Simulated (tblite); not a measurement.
A tight-binding relaxation on `B[As]1CC/C(=C/C)C1`.

Computed with GFN2-xTB geometry optimisation, gas phase (tblite 0.8.0). Start geometry: from a force field or distance geometry. The input is one job of a driver script: a line of settings, then coordinates in Å.

Command:
```bash
OMP_NUM_THREADS=1 python probes_run.py task.json out
```

Input:
```
{"job": {"kind": "relax", "xc": "GFN2-xTB", "basis": "xTB"}, "charge": 0, "multiplicity": 1}
B      2.540100     1.243500     0.104500
As     1.619300     0.896100    -1.706900
C      1.565000    -1.063200    -1.438800
C      0.567800    -1.381600    -0.335400
C     -0.478000    -0.314700    -0.240200
C     -1.606200    -0.516200     0.464700
C     -2.687600     0.515400     0.589700
C     -0.195000     0.980400    -0.965500
H      2.140600     2.106200     0.808700
H      3.419500     0.559100     0.467500
H      1.199900    -1.514600    -2.394800
H      2.560900    -1.465300    -1.208700
H      0.093500    -2.374500    -0.522600
H      1.106000    -1.446700     0.643900
H     -1.746600    -1.456800     0.978300
H     -3.521100     0.105000     1.219100
H     -3.083600     0.777600    -0.406800
H     -2.297800     1.418300     1.091400
H     -0.288000     1.847800    -0.277900
H     -0.913700     1.095000    -1.802400
```

Problem. Give the output.

Solution. 
```
step      E/eV     max force
  0    -612.52390    1.157
  1    -612.60396    1.008
  2    -612.63904    0.482
  3    -612.65409    0.235
  4    -612.66210    0.150
  5    -612.66503    0.127
  6    -612.66897    0.149
  7    -612.67191    0.145
  8    -612.67528    0.140
  9    -612.67784    0.101
... (107 lines left out)
117    -612.72233    0.014
118    -612.72238    0.018
119    -612.72247    0.022
120    -612.72261    0.023
121    -612.72274    0.021
122    -612.72283    0.017
123    -612.72288    0.018
124    -612.72292    0.017
125    -612.72295    0.011
126    -612.72297    0.009
```

«max force» is the largest atomic force in eV/Å.

Problem. From which step on does the largest force stay under 0.1 eV/Å, and how much energy is left to gain from there?

Solution. From step 22 (0.084 eV/Å), 21.9 meV above the end.

In short: energy lowered by 4.6 kcal/mol over 126 steps; largest atomic force 0.009 eV/Å at the end.

Problem. Give the final coordinates.

Solution. 0.329 Å rms from the input after alignment:
```
atom  x, y, z in Å
B1     2.7611    1.1832   -0.0387
As2    1.6120    0.8901   -1.6364
C3     1.4270   -1.0869   -1.4376
C4     0.6426   -1.2694   -0.1444
C5    -0.4986   -0.2895   -0.1305
C6    -1.6981   -0.5773    0.3591
C7    -2.8408    0.3898    0.4005
C8    -0.1658    1.0478   -0.7285
H9     2.5818    2.0916    0.6802
H10    3.7010    0.5124    0.1611
H11    0.8648   -1.4973   -2.2813
H12    2.3962   -1.5864   -1.4008
H13    0.2789   -2.2928   -0.0226
H14    1.3005   -1.0389    0.7048
H15   -1.8846   -1.5615    0.7681
H16   -3.7234   -0.0711    0.8352
H17   -3.0906    0.7349   -0.6039
H18   -2.5835    1.2697    0.9918
H19   -0.1466    1.8262    0.0403
H20   -0.9392    1.3360   -1.4487
```

On Arm Neoverse V1, one thread, shared host, this took 1.0 s wall.
Labels such as C1 count atoms from 1, the log's own numbers from 0.
